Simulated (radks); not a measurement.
Values are calculated unless marked as measured or tabulated.
Yb, configuration [Xe] 4f14 6s(up 1, down 1). Code: a radial shooting solver on a logarithmic mesh with Libxc functionals. Model: scalar-relativistic Kohn-Sham, PBEsol, spin-polarised, spherical densities, finite nucleus; Fermi nuclear charge, rms radius 5.3108 fm. Some entries of the table are withheld. Estimate them.

orbital  occ.  eigenvalue (hartree)  <r> (bohr)
1s          2             -2249.185     0.01967
2s          2             -381.1007     0.08336
2p          6             -335.9817     0.07416
3s          2             -85.89177         (1)
3p          6             -72.28603         (2)
3d         10             -55.69529         (3)
4s          2             -16.88623      0.4880
4p          6             -12.41854      0.5184
4d         10              -6.53454      0.5602
5s          2              -2.01965       1.208
5p          6              -1.00938       1.451
6s          2              -0.14469       3.909
4f         14              -0.11276      0.7914

Answer. 
(1) 3s <r> (bohr): 0.2168
(2) 3p <r> (bohr): 0.2163
(3) 3d <r> (bohr): 0.1961
